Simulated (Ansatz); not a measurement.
Series SbX3: binding per atom (eV) at several levels, gas phase, relaxed structures; Ansatz. Core potentials for I, Sb in the def2 sets, no spin–orbit coupling. Binding counts from free atoms in the multiplicity of their measured ground term, without zero-point energy. A dash marks a value that wasn't run or was left out as unsound. The structures are stationary points that may keep the symmetry of their start.

```
       species    state            geometry  PBE-D4/def2-TZVP  revPBE-D4/def2-TZVP  r2SCAN-D4/def2-TZVP  PBE0-D4/def2-SVP  ωB97X-V/def2-TZVP
          SbF3  singlet  B3LYP-D4/def2-TZVP              3.66                 3.49                 3.48              3.20               3.52
          SbH3  singlet    PBE-D4/def2-TZVP              2.11                 2.08                 2.10              2.05               2.18
         SbCl3  singlet    PBE0-D4/def2-SVP              2.65                 2.55                 2.53              2.43               2.53
          SbI3  singlet     PBE-D4/def2-SVP              1.96                 1.85                 1.81              1.77                  –
         SbBr3  singlet  r2SCAN-D4/def2-SVP              2.32                    –                 2.22              2.13               2.17
SbMe3 (C3H9Sb)  singlet    PBE0-D4/def2-SVP              3.70                 3.63                 3.64              3.65               3.66
```

Q: Estimate the column for PBE-D4/def2-SVP.

A: SbF3 3.51; SbH3 2.09; SbCl3 2.58; SbI3 1.92; SbBr3 2.28; SbMe3 (C3H9Sb) 3.70.
